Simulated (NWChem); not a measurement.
Species: BeH2O2; SMILES [OH][Be][OH]

```xyz
5

Be     0.0000     0.0000    -0.0234
O     -1.4128     0.0344    -0.0491
H     -2.1291    -0.3622     0.4393
O      1.4128    -0.0344    -0.0491
H      2.1291     0.3622     0.4393
```
Atoms are numbered in this order, from 1.

Program: NWChem. Geometry: optimised at PBE0/def2-SVP. Ions are spin-unrestricted doublets at the neutral geometry; other ion states weren't tried.

For level PBE/def2-SVP:

- vertical ionisation energy, ΔSCF (eV) = 10.88
- −ε(HOMO) (eV) = 6.81

Question: What are these values for level CAM-B3LYP/def2-SVP?

Answer: 
| Quantity | Result |
|---|---|
| vertical ionisation energy, ΔSCF (eV) | 11.53 |
| −ε(HOMO) (eV) | 10.03 |
